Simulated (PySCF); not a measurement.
Partial charges of `CN[C@@](C)([SiH2]C)C1CC1`

C₇H₁₇NSi.
Cartesian coordinates in Å at the GFN2-xTB level; atoms count from 1:
```
atom  x, y, z in Å
C1    -2.502   -1.187   -0.396
N2    -1.215   -1.025   -1.051
C3    -0.140   -0.408   -0.263
C4     0.124   -1.266    0.973
Si5    1.384   -0.500   -1.444
C6     2.940    0.259   -0.665
C7    -0.459    1.044    0.075
C8     0.288    1.834    1.107
C9    -1.159    1.508    1.320
H10   -2.408   -1.911    0.412
H11   -3.205   -1.587   -1.126
H12   -2.914   -0.254    0.012
H13   -1.354   -0.471   -1.890
H14    0.225   -2.303    0.664
H15    1.043   -0.961    1.464
H16   -0.685   -1.204    1.698
H17    1.054    0.246   -2.668
H18    1.606   -1.909   -1.775
H19    3.255   -0.287    0.220
H20    3.764    0.236   -1.371
H21    2.781    1.294   -0.377
H22   -0.721    1.599   -0.824
H23    0.559    2.855    0.880
H24    1.012    1.324    1.722
H25   -1.408    0.792    2.087
H26   -1.886    2.304    1.229
```

Density: PBE0/pcSseg-1 (PySCF); schemes: Mulliken, IAO, Hirshfeld and ESP-fitted. One conformer (not necessarily the lowest) at the GFN2-xTB geometry, without solvent, vibrations or thermal averaging.

**Question.** Give the atomic charges in each scheme.

**Answer.** In e; atoms taken as equivalent share a row and are averaged (×n: the atom named and its like, n in all):

| atom | environment | Mulliken | IAO | Hirshfeld | ESP-fitted |
| --- | --- | --- | --- | --- | --- |
| C1 | N-methyl carbon | -0.106 | -0.306 | -0.076 | +0.003 |
| N2 | secondary amine nitrogen | -0.455 | -0.415 | -0.163 | -0.683 |
| C3 | sp3 carbon bound to nitrogen | -0.456 | -0.109 | -0.017 | -0.025 |
| C4 | methyl carbon | -0.200 | -0.420 | -0.123 | -0.657 |
| Si5 | SiH2 silicon | +0.680 | +0.755 | +0.330 | +0.484 |
| C6 | Si-methyl carbon | -0.635 | -0.717 | -0.214 | -0.510 |
| C7 | three-membered-ring carbon | -0.201 | -0.153 | -0.048 | +0.467 |
| C8 | three-membered-ring carbon | -0.192 | -0.299 | -0.092 | -0.471 |
| C9 | three-membered-ring carbon | -0.177 | -0.296 | -0.092 | -0.267 |
| H10/H11/H12 | methyl hydrogen | +0.106 | +0.132 | +0.036 | +0.047 |
| H13 | N–H hydrogen | +0.177 | +0.231 | +0.099 | +0.338 |
| H14/H15/H16 | methyl hydrogen | +0.123 | +0.139 | +0.040 | +0.202 |
| H17 | Si–H hydrogen | -0.095 | -0.135 | -0.087 | -0.148 |
| H18 | Si–H hydrogen | -0.068 | -0.122 | -0.082 | -0.113 |
| H19/H20/H21 | methyl hydrogen | +0.141 | +0.154 | +0.040 | +0.119 |
| H22 | methine hydrogen | +0.107 | +0.132 | +0.037 | -0.050 |
| H23 | methylene hydrogen | +0.127 | +0.147 | +0.045 | +0.148 |
| H24 | methylene hydrogen | +0.127 | +0.143 | +0.044 | +0.165 |
| H25 | methylene hydrogen | +0.128 | +0.142 | +0.043 | +0.109 |
| H26 | methylene hydrogen | +0.127 | +0.147 | +0.046 | +0.106 |

Mean size of the charges over all atoms: IAO 0.229 e, ESP-fitted 0.227 e, Mulliken 0.199 e, Hirshfeld 0.076 e. Each set sums to the total charge, 0, to within 0.001 e. The IAO scheme projects the occupied orbitals on a minimal set of polarised atomic orbitals and counts the electrons in each atom's part of it. The ESP scheme is a least-squares fit of atom-centred charges to the potential on four shells outside the van der Waals surface, with the total charge fixed.

Some averages cover members that differ in this geometry: H10/H11/H12, ESP-fitted -0.022 to +0.082; H19/H20/H21, ESP-fitted +0.092 to +0.141; H14/H15/H16, ESP-fitted +0.181 to +0.227; H10/H11/H12, IAO +0.111 to +0.146 e.

Lowest charge. The schemes don't all agree: Mulliken C6 (-0.635); IAO C6 (-0.717); Hirshfeld C6 (-0.214); ESP-fitted N2 (-0.683).

Highest charge. All schemes agree: Mulliken Si5 (+0.680); IAO Si5 (+0.755); Hirshfeld Si5 (+0.330); ESP-fitted Si5 (+0.484).

**Question.** Sum the charges by element, for elements with more than one atom.

**Answer.** 
```json
{"element": "C", "atoms": "7", "Mulliken": "-1.966", "IAO": "-2.300", "Hirshfeld": "-0.662", "ESP-fitted": "-1.461"}
{"element": "H", "atoms": "17", "Mulliken": "+1.741", "IAO": "+1.961", "Hirshfeld": "+0.494", "ESP-fitted": "+1.660"}
```

**Question.** How many electrons does the Hirshfeld scheme count on N2?

**Answer.** Z − q = 7 − (-0.163) = 7.163.

**Question.** How closely do the schemes follow one another over all atoms?

**Answer.** Correlation coefficient and root-mean-square difference: IAO with Hirshfeld 0.98, 0.187 e; Mulliken with IAO 0.94, 0.101 e; Mulliken with Hirshfeld 0.92, 0.167 e; IAO with ESP-fitted 0.81, 0.181 e; Hirshfeld with ESP-fitted 0.80, 0.225 e; Mulliken with ESP-fitted 0.72, 0.209 e.

These values come from a run that also computed NMR shieldings. Time: 2.3 min wall (grids of density and orbitals included); peak memory 1.2 GiB. Hardware: an Arm Neoverse N1 with one thread, shared host with 64 logical CPUs at a one-minute load of 61.
